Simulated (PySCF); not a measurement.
CH7NSi2, SMILES C1N[SiH2][SiH2]1. Atoms are numbered in the order given.

```xyz
11

C     -1.2477    -0.7647     0.0000
N     -1.1361     0.7023     0.0000
Si     0.5416     1.1898     0.0000
Si     0.6504    -1.1501     0.0000
H     -1.7671    -1.1659    -0.8914
H     -1.7671    -1.1659     0.8914
H     -1.9886     1.2542     0.0000
H      1.0003     1.9675     1.1961
H      1.0003     1.9675    -1.1961
H      1.1366    -1.8704     1.2130
H      1.1366    -1.8704    -1.2130
```
Charge 0, spin multiplicity 1.

Geometry: B3LYP-D3(BJ)/def2-SVP. The structure was generated by enumeration, and PubChem lists no compound with its InChIKey, so it may never have been made.

These are ωB97X/def2-TZVP (PySCF) values and carry that method's errors.

The molecule is in vacuum.

```yaml
total_energy: -676.06181 hartree
point_group: Cs
highest_occupied_level: -9.10 eV
lowest_empty_level: 1.85 eV
orbital_gap: 10.95 eV
dipole_moment: 0.91 D
quadrupole, principal values (traceless, Buckingham form, about the centre of nuclear charge): -3.10, -0.86, 3.96 D·Å
mean_static_polarisability: 72.5 bohr³ (10.75 Å³)
polarisability_principal_values: 62.8, 70.4, 84.5 bohr³
```
